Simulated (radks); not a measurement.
The numbers below are computed, except where a source is named.
Species: the xenon ion Xe+. Configuration: [Kr] 4d10 5s2 5p5. Level of theory: Dirac Kohn-Sham, LDA (Slater exchange, Perdew-Wang correlation), spin-unpolarised, spherical densities, point nucleus; open shells fill j = l - 1/2 first (a radial shooting solver on a logarithmic mesh with Libxc functionals).

Spin-orbit splittings of the eigenvalues, e(l+1/2) - e(l-1/2), with zeta = 2 splitting/(2l+1) and mean radii in bohr:

| shell | occ. | splitting (eV) | zeta (eV) | <r> j=l-1/2 | <r> j=l+1/2 |
|---|---|---|---|---|---|
| 2p | 6 | 324.2 | 216.1 | 0.09624 | 0.1020 |
| 3p | 6 | ? | ? | 0.2965 | 0.3082 |
| 3d | 10 | 13.02 | 5.209 | 0.2789 | 0.2826 |
| 4p | 6 | 12.39 | 8.261 | 0.7458 | 0.7742 |
| 4d | 10 | 1.999 | 0.7996 | 0.8707 | 0.8817 |
| 4f | 0 | 0.00007307 | 0.00002088 | 15.80 | 15.80 |
| 5p | 5 | 1.418 | 0.9453 | 2.122 | 2.218 |

Estimate the 3p splitting.

Answer. 61.55 eV (zeta = 41.03 eV).
